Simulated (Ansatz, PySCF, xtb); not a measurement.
Pulling on the C2–B1 bond in CH5B (SMILES BC) (multiplicity 1 held, fragments rigid). Energies count from the point at 1.551 Å.
Geometry at that point (charge 0, multiplicity 1):
```xyz
7

B      0.8668     0.0793     0.0114
C     -0.6766    -0.0672    -0.0412
H      1.5656    -0.8646     0.2285
H      1.3857     1.1491    -0.1020
H     -0.9945     0.0764     1.0066
H     -1.0372    -1.0565    -0.3271
H     -1.1944     0.7024    -0.6158
```

Restricted levels (R-, RO-) in cc, def2 and unpolarised 6-31G sets keep to the state of the molecule at rest. Unrestricted levels (U-) break spin symmetry where that is lower. Active spaces are followed from a long bond inwards. Curves can end on different states.

Cores are frozen in the correlated methods. Rows in 6-31G* carry no dispersion term and start afresh at each structure (6-31G* with six Cartesian d functions). MP2/6-31G* freezes PySCF's default core.

Run with Ansatz (Gaussian basis) for Hartree–Fock, density functionals and correlated methods; PySCF for 6-31G* rows; xtb for the GFN methods. Values without a source in brackets are computed. The GFN methods have no spin term and hold the electronic entropy of 300 K.

```
level                                energy at R = 4.964 Å (kJ/mol)
-----------------------------------  ------------------------------
GFN2-xTB                                                      574.4
R-HF/6-31G*                                                   887.3
R-HF/cc-pVTZ                                                  829.9
U-HF/cc-pVTZ                                                  382.2
U-wB97X-V/cc-pVTZ                                               ___
R-MP2/6-31G*                                                  554.8
R-SCS-MP2/cc-pVTZ                                             546.8
U-CCSD(T)/cc-pVTZ                                             496.7
FIC-MRCISD+Q on CASSCF(2,2)/cc-pVTZ                           492.5
```

**Question.** What belongs in the gaps?

**Answer.** 
- U-wB97X-V/cc-pVTZ, energy at R = 4.964 Å (kJ/mol): 515.4

Doubts at one or more of the structures used: a restricted determinant that unrestricted orbitals would lower (R-HF/6-31G*, R-HF/cc-pVTZ, R-MP2/6-31G*, R-SCS-MP2/cc-pVTZ); a spin-contaminated determinant (U-HF/cc-pVTZ, U-wB97X-V/cc-pVTZ, U-CCSD(T)/cc-pVTZ).

Ansatz is a first-principles code.
